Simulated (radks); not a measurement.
Initial-state core-level shifts of the antimony ion Sb3+ when its valence configuration changes from [Kr] 4d10 5s2. All-electron calculation, scalar-relativistic Kohn-Sham, r2SCAN, spin-polarised, spherical densities, finite nucleus; open shells are filled with parallel spins first (spin-orbit coupling, left out, can overturn this in heavy ions); meta-GGA in the generalised Kohn-Sham scheme; Fermi nuclear charge, rms radius 4.6802 fm. Program: a radial shooting solver on a logarithmic mesh with Libxc functionals. Shifts are changes of the shell-averaged eigenvalues in eV (positive: less bound); the change of the density at the nucleus, which sets a Mossbauer isomer shift, is in e/bohr^3, on a base of 2.15e+05.

valence,1s,2p,3s,3p,density at nucleus
4d10 5s1.5 5p0.5,-0.679,-0.661,-0.674,-0.674,-30.79
4d10 5s1 5p1,-1.244,-1.207,-1.240,-1.240,-62.35
4d9 5s2 5p1,-9.305,-9.721,-9.380,-9.381,+19.80
4d10 5p2,-2.680,-2.601,-2.654,-2.655,-122.92
4d8 5s2 5p2,-18.674,-19.563,-18.807,-18.809,+41.83
4d9.5 5s2 5p0.5,-4.647,-4.848,-4.686,-4.687,+9.49
4d9.5 5s1 5p1.5,-5.777,-5.949,-5.820,-5.821,-54.55
4d9.5 5p2.5,-7.180,-7.312,-7.203,-7.205,-117.83
4d7.5 5s2 5p2.5,-23.393,-24.539,-23.548,-23.551,+53.34
